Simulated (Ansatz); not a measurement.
The same path of AlH$_{6}$NOS (10 atoms, charge 0, multiplicity 1) was run twice with different band settings. Lost on the way: S8–H10. Made: O2–H10.

Level of theory: Ansatz, RKS PBE-D4/6-31G*.

Relaxed end points:

```xyz
10
Properties=species:S:1:pos:R:3
Al -0.075 0.247 0.096
O -0.270 -0.310 1.763
H -0.405 -1.269 1.875
N 1.519 -0.031 -0.695
H 2.382 -0.318 -0.235
H 1.655 0.020 -1.705
H -1.331 0.448 -0.880
S -0.040 2.611 1.250
H 1.304 2.652 1.448
H -0.251 1.822 2.344
```

```xyz
10
Properties=species:S:1:pos:R:3
Al 0.048 0.581 0.057
O -0.127 -0.236 1.947
H -1.015 -0.646 2.031
N 1.607 0.108 -0.700
H 1.697 -0.679 -1.341
H 2.508 0.564 -0.574
H -1.331 -0.001 -0.520
S -0.037 2.667 0.974
H 1.307 2.890 0.943
H -0.169 0.623 2.444
```

Common settings: movable images 7; climbing image yes; optimiser quadratic models (default); start path through a guess of the saddle point; force threshold 0.03 eV/Å; iteration limit 60; end points relaxed.

| run | spring |
| --- | --- |
| 1 | 5.0 eV/Å² |
| 2 | 2.0 to 10.0 eV/Å², energy-weighted |

**Question.** What does each run give, and how far can it be trusted?

**Answer.** Run 1: converged after 23 iterations, highest image 0.081 eV above the first end. The profile has 2 maxima (images 3, 5) with wells between them (image 4): this band takes more than one step, which may be the mechanism or a detour left from its start path. A vibrational analysis at the climbing image gives one clearly imaginary mode, 534i cm⁻¹: a first-order saddle point.
Run 2: converged after 27 iterations, highest image 0.081 eV above the first end. The profile has 2 maxima (images 3, 6) with wells between them (image 5): this band takes more than one step, which may be the mechanism or a detour left from its start path. Another band between the same ends (7 images) ends at a top of the same energy, where a vibrational analysis finds 1 clearly imaginary mode.
The orbitals stay closed-shell, which can raise the energy where a bond breaks towards radicals; this wasn't checked here.
